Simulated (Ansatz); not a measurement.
Computed with Ansatz on PBE0-D4/def2-TZVP structures; ΔE is electronic, products minus reactants. CBS: MP2 limit from def2 TZ/QZ plus the TZ coupled-cluster correction, frozen cores. This one scheme is used for every species, atoms too. DFT in def2-TZVPP. B3LYP here is the variant with VWN-RPA as its local correlation; programs differ in this. Open shells (•) are unrestricted, without spin–orbit coupling. Spin–orbit coupling would lower the free atoms: a little for Al, C. One conformer a species, not always the lowest.

Reaction (atomization): `[CH3][AlH][CH]1CC1` → Al• + 4 C• + 9 H•

CCSD(T)/CBS gives +5267.5 kJ/mol.

Problem. Another level gave +5355.1 kJ/mol. Which?
A. r2SCAN-D4/def2-TZVPP
B. PBE-D4/def2-TZVPP
C. B3LYP-D4/def2-TZVPP
D. CCSD(T)/def2-TZVPP

Solution. B. PBE-D4 5355.1, r2SCAN-D4 5293.8, B3LYP-D4 5268.1, CCSD(T)/def2-TZVPP 5154.3 kJ/mol.

Largest T1 diagnostic among the species: 0.018.

From PBE to PBE0 (25 % exact exchange), in def2-TZVPP and without D4, ΔE moves by −47.1 kJ/mol: exact exchange takes away binding that semilocal exchange gives to molecules. The D4 term adds +41.0 kJ/mol with B3LYP and +21.7 kJ/mol with PBE0; it sums over pairs of atoms, weighted by their polarisabilities, and B3LYP, whose exchange is more repulsive, gets the larger term.

For atomizations the MP2-based limit and the directly extrapolated one differ by several kJ/mol either way, and by 10 to 25 for some Ge, Se and Sn compounds, so smaller differences from it don't rank the levels.
